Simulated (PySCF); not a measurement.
## Dipole response of Ru (ruthenium, neutral)

[Kr] 4d7 5s1, high-spin 5F determinant. Calculation: PySCF 2.14, in aug-cc-pVTZ-PP with one added diffuse shell each of s, p, d, f, g type with ECP28MDF (7s7p6d4f3g, 113 functions); scalar relativity through the core potential. Coupled (time-dependent) response in atomic units; α is the mean over directions.

```json
{"method": "PW91", "mean α (bohr³)": "58.21", "C₆ (like pair)": "549.7", "S(−4)": "1955"}
{"method": "M06", "mean α (bohr³)": "60.70", "C₆ (like pair)": "542.6", "S(−4)": "2612"}
```

S(−4) is the Cauchy moment in α(ω) = α(0) + S(−4) ω² + …

Reference α: 72 ± 10 bohr³ (recommended; Schwerdtfeger and Nagle, table of static dipole polarizabilities (2023 update)). Published C₆: 809.0 (Gould and Bucko (2016)).

Spin-orbit coupling is absent.

α(iu) at M06:

```
u (hartree)  α(iu) (bohr³)
          0          60.70
     0.0500          55.00
      0.100          44.06
      0.200          27.64
      0.300          19.20
      0.500          11.58
      0.750          7.541
       1.00          5.444
       1.50          3.296
       2.00          2.225
       3.00          1.204
       5.00         0.5038
```

A single London oscillator, α(iu) = α/(1 + u²/ω²), gives C₆ = (3/4) ω α². Matching the computed C₆ needs ω = 4 × 542.6 / (3 × 60.70²) = 0.196 hartree.

Energies and moments cover only the electrons outside the core potential.
